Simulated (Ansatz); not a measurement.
Born–Oppenheimer molecular dynamics of BBrF$_{2}$H$_{2}$ (6 atoms, charge 0, multiplicity 1). It starts at the highest image of a converged band, a first-order saddle point between two minima.

Theory: Ansatz, RHF/def2-SVP.

```
ensemble                      : NVE (velocity Verlet)
time step                     : 0.5 fs
steps asked                   : 200
starting velocities drawn for : 300 K
seed                          : 7714
```

Frames 1 fs apart, positions in Å.

Velocities at 55 fs (Å/ps):

```
B -10.02 -25.42 0.48
F 2.00 -18.37 -1.46
F 0.69 -1.09 1.04
H 39.52 -38.87 -6.17
Br 0.46 8.48 1.12
H -18.87 5.57 -79.69
```

```xyz
6
Properties=species:S:1:pos:R:3 time_fs=55 energy_less_start_eV=-1.422 T=3051
B 0.080 -0.701 0.096
F 0.012 -0.710 1.431
F 1.080 -0.184 -0.469
H -0.825 -1.131 -0.415
Br 0.054 2.662 0.626
H -0.141 4.129 0.071
6
Properties=species:S:1:pos:R:3 time_fs=56 energy_less_start_eV=-1.391 T=2995
B 0.070 -0.726 0.098
F 0.014 -0.729 1.429
F 1.081 -0.185 -0.468
H -0.793 -1.175 -0.429
Br 0.055 2.670 0.627
H -0.157 4.120 -0.003
6
Properties=species:S:1:pos:R:3 time_fs=57 energy_less_start_eV=-1.512 T=3226
B 0.060 -0.751 0.102
F 0.016 -0.747 1.427
F 1.083 -0.186 -0.468
H -0.779 -1.228 -0.458
Br 0.055 2.679 0.628
H -0.170 4.080 -0.063
6
Properties=species:S:1:pos:R:3 time_fs=58 energy_less_start_eV=-1.715 T=3614
B 0.052 -0.775 0.109
F 0.018 -0.765 1.424
F 1.085 -0.187 -0.467
H -0.780 -1.291 -0.501
Br 0.056 2.689 0.629
H -0.179 4.012 -0.111
6
Properties=species:S:1:pos:R:3 time_fs=59 energy_less_start_eV=-1.851 T=3873
B 0.045 -0.798 0.116
F 0.021 -0.783 1.421
F 1.086 -0.189 -0.466
H -0.788 -1.358 -0.549
Br 0.056 2.699 0.629
H -0.184 3.922 -0.145
6
Properties=species:S:1:pos:R:3 time_fs=60 energy_less_start_eV=-1.806 T=3787
B 0.039 -0.822 0.123
F 0.023 -0.801 1.418
F 1.086 -0.190 -0.465
H -0.794 -1.422 -0.594
Br 0.056 2.708 0.630
H -0.187 3.820 -0.173
6
Properties=species:S:1:pos:R:3 time_fs=61 energy_less_start_eV=-1.589 T=3373
B 0.034 -0.844 0.128
F 0.025 -0.820 1.415
F 1.086 -0.192 -0.464
H -0.791 -1.479 -0.629
Br 0.056 2.719 0.630
H -0.192 3.721 -0.203
6
Properties=species:S:1:pos:R:3 time_fs=62 energy_less_start_eV=-1.402 T=3019
B 0.030 -0.867 0.130
F 0.027 -0.838 1.413
F 1.085 -0.195 -0.462
H -0.777 -1.526 -0.650
Br 0.057 2.728 0.631
H -0.201 3.643 -0.251
6
Properties=species:S:1:pos:R:3 time_fs=63 energy_less_start_eV=-1.455 T=3117
B 0.028 -0.889 0.129
F 0.029 -0.857 1.410
F 1.082 -0.199 -0.460
H -0.750 -1.560 -0.654
Br 0.057 2.737 0.632
H -0.218 3.593 -0.326
6
Properties=species:S:1:pos:R:3 time_fs=64 energy_less_start_eV=-1.633 T=3454
B 0.027 -0.911 0.126
F 0.030 -0.875 1.408
F 1.079 -0.204 -0.457
H -0.713 -1.582 -0.643
Br 0.057 2.747 0.634
H -0.243 3.563 -0.424
6
Properties=species:S:1:pos:R:3 time_fs=65 energy_less_start_eV=-1.700 T=3581
B 0.029 -0.932 0.119
F 0.031 -0.894 1.406
F 1.073 -0.209 -0.454
H -0.669 -1.595 -0.618
Br 0.058 2.756 0.635
H -0.270 3.542 -0.531
6
Properties=species:S:1:pos:R:3 time_fs=66 energy_less_start_eV=-1.597 T=3385
B 0.033 -0.952 0.111
F 0.032 -0.913 1.405
F 1.067 -0.215 -0.450
H -0.624 -1.604 -0.587
Br 0.058 2.765 0.637
H -0.295 3.515 -0.631
```

Of the whole run (100 fs, mean temperature of the second half 3395 K): The conserved energy stayed within 0.8 meV per atom of its start (net change -0.013 meV per atom), so the integration is sound. The kinetic energy rose, since the run started high on the potential surface and went downhill. It ends in pieces (BF2H + BrH), so much of that is their flight and rotation, not heat. A run of 0.1 ps of so small a system gives no equilibrium averages. The orbitals stay closed-shell, which can raise the energy where a bond breaks towards radicals; this wasn't checked here.

Time of the run: 4.9 min on 1 thread of Arm Neoverse V1 (shared host), peak memory 0.15 GiB.
